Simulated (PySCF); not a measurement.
Species: C5H8NS (doublet state).
Atom-mapped SMILES: `[CH2:1]=[C:2][C:3](=[S:4])[N:5]([CH3:6])[CH3:7]` (hydrogens: H8, H9 on C1; H10, H11, H12 on C6; H13, H14, H15 on C7)

Theory: UKS B3LYP, pcH-1 on C H N S, non-relativistic, mean-field spin-orbit, GIAO (PySCF). Geometry: GFN2-xTB, one conformer, isolated molecule. A GFN2-xTB geometry isn't a minimum of the functional, and hyperfine couplings can be far from their values at a DFT geometry.

Output of the driver script. The program numbers atoms from 0.

```
UKS, coarse grid
  cycle   1  E = -648.13867821  |g| = 3.49e-01
  cycle   2  E = -647.89746706  |g| = 7.39e-01
  cycle   3  E = -648.20889339  |g| = 1.35e-01
  cycle   4  E = -648.21674116  |g| = 7.37e-02
  cycle   5  E = -648.22005637  |g| = 2.07e-02
  cycle   6  E = -648.22028275  |g| = 1.25e-02
  cycle   7  E = -648.22041313  |g| = 6.70e-03
  cycle   8  E = -648.22045555  |g| = 2.79e-03
  cycle   9  E = -648.22046130  |g| = 9.95e-04
UKS, final grid
  cycle   1  E = -648.22047454  |g| = 1.63e-03
  cycle   2  E = -648.22047036  |g| = 3.43e-03
  cycle   3  E = -648.22047605  |g| = 3.53e-04
  cycle   4  E = -648.22047614  |g| = 1.85e-04
  cycle   5  E = -648.22047621  |g| = 1.14e-04
  cycle   6  E = -648.22047624  |g| = 4.09e-05
  cycle   7  E = -648.22047624  |g| = 1.48e-05
E = -648.22047624 Eh   <S^2> = 0.7654 (exact 0.7500)
g shifts (ppm)      1          2          3
  rmc          -185       -185       -185
  gc             -3         42         37
  oz_so        -164       7518      47152
  total        -352       7379      47009
hyperfine (MHz)  atom isotope    a_iso     a_fc   dipolar eigenvalues
    0   13C     -41.66     -41.66    -10.45      3.31      7.14
    1   13C      47.76      47.76    -55.24    -42.27     97.51
    2   13C     -35.45     -35.45     -8.55      2.27      6.27
    3   33S       9.20       9.20    -41.84    -40.37     82.22
    4   14N       2.52       2.52     -2.59     -2.22      4.80
    5   13C      -2.91      -2.91     -0.62     -0.04      0.66
    6   13C      -1.47      -1.47     -0.52     -0.22      0.73
    7    1H     117.95     117.95     -3.49     -2.34      5.83
    8    1H     118.74     118.74     -3.39     -2.27      5.65
    9    1H      19.64      19.64     -1.03     -0.91      1.94
   10    1H       1.29       1.29     -2.23     -1.36      3.60
   11    1H       9.41       9.41     -1.24     -0.81      2.04
   12    1H       1.14       1.14     -1.49     -1.05      2.54
   13    1H       1.43       1.43     -1.25     -0.91      2.16
   14    1H       0.20       0.20     -2.87     -2.63      5.50
```

The run flagged its g tensor. What set off the flag, and which results does it touch?

The largest g shift is +0.047, past the limit of 0.03 at which the run flags a species of elements up to argon. The orbital-Zeeman/spin–orbit term is second order, a sum of spin–orbit matrix elements over excitation energies, so it grows and becomes less reliable as an excited state comes close; a shift of this size calls for a check with another method. The contact and dipolar couplings don't rest on that expansion, but they belong to the state that the SCF found, and a close-lying state with the spin in another orbital would have other couplings; no stability test was run. The run left out the spin–orbit part of the hyperfine coupling.

Where is the spin in this solution (atoms counted from 1)?

The largest Mulliken spin populations are on C2 (+0.62), S4 (+0.46), C3 (-0.12) and C1 (-0.11). The positive populations add up to 1.24 and the negative ones to -0.24, together 2S = 1. ⟨S²⟩ = 0.7654 against the exact 0.7500, 2.1 % above the value of a pure doublet state. 

Average a_iso over equivalent nuclei, turn it into first-order splittings with g = 2.0023, and give the multiplets for abundant isotopes (0.05 mT or more).

| nuclei (from 1) | isotope | I | position | a_iso (MHz) | \|a\| (mT) | splits into |
| --- | --- | --- | --- | --- | --- | --- |
| H9 | 1H | 1/2 | 2 bonds from C2, on C1 of spin population -0.11 | 118.7 | 4.24 | 1:1 doublet |
| H8 | 1H | 1/2 | 2 bonds from C2, on C1 of spin population -0.11 | 118.0 | 4.21 | 1:1 doublet |
| H10/H11/H12 | 1H | 1/2 | 4 bonds from S4 | 10.1 | 0.36 | 1:3:3:1 quartet |
| N5 | 14N | 1 | 2 bonds from C2 | 2.5 | 0.09 | 1:1:1 triplet |

Means are taken over nuclei equivalent by connectivity, which assumes that they swap fast. C6 and C7, with what hangs on them, aren't averaged: N5 is flat or nearly so (angle sum 358°), and its turn about the short N5–C3 bond (1.36 Å) is taken as slow. The three 1H nuclei of mean +10.1 MHz run from 1.3 to 19.6 MHz in the frozen geometry. Main spin sites, with 60 % or more of the largest population: C2, S4; positions count bonds from the nearest.
